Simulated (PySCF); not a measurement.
BEt2(OH), C4H11BO.
Bonds: B1–C2, B1–C9, B1–O16, C2–C3, C9–C10. Hydrogens: H4, H5 on C2; H6, H7, H8 on C3; H11, H12 on C9; H13, H14, H15 on C10; H17 on O16.

A GFN2-xTB structure was refined with PBE0-D3(BJ)/def2-SVP geometry optimisation, gas phase in PySCF 2.14.0. Its GFN2-xTB values:

```
  coordinate  GFN2-xTB
       B1–C2   1.521 Å
       B1–C9   1.720 Å
      B1–O16   1.267 Å
       C2–C3   1.500 Å
       C2–H4   1.146 Å
       C3–H6   1.134 Å
     O16–H17   0.949 Å
    B1–C2–C3    111.6°
   B1–C9–C10    108.2°
    C2–B1–C9    119.6°
   C2–B1–O16    124.6°
   C9–B1–O16    115.9°
C2–B1–C9–C10       93°
 C9–B1–C2–C3       69°
```

How do these coordinates change at the PBE0-D3(BJ)/def2-SVP level?

```csv
coordinate,PBE0-D3(BJ)/def2-SVP (Å or °),change
B1–C9,1.587,-0.133
B1–O16,1.361,+0.094
B1–C2,1.580,+0.059
C2–H4,1.107,-0.039
C3–H6,1.101,-0.033
C2–C3,1.530,+0.030
O16–H17,0.963,+0.014
C2–B1–O16,116.8,-7.8
B1–C9–C10,115.2,+7.0
C9–B1–O16,120.7,+4.8
C2–B1–C9,122.4,+2.8
B1–C2–C3,114.0,+2.4
C2–B1–C9–C10,44,-49
C9–B1–C2–C3,55,-14
```

The energy falls by 0.894 eV over 27 energy and gradient evaluations, the largest force component goes from 0.1266 to 3.8e-04 Eh/bohr, and the atoms move by 0.708 Å rms after alignment. The bond that changes most is B1–C9 (ends: boron bonded to 2 C and O; carbon bonded to B, C and 2 H), which shortens by 0.133 Å. Bonds longer at the end by more than 0.005 Å: 9 of 16; shorter: 6. Among the dihedrals that turn most is O16–B1–C9–H11, from 155° to 102°. Rotational constants go from 4585, 2222, 1761 to 3416, 2888, 1797 MHz.

The run used 139 basis functions and 174 SCF cycles in all.

No frequency check. One conformer, not necessarily the lowest.
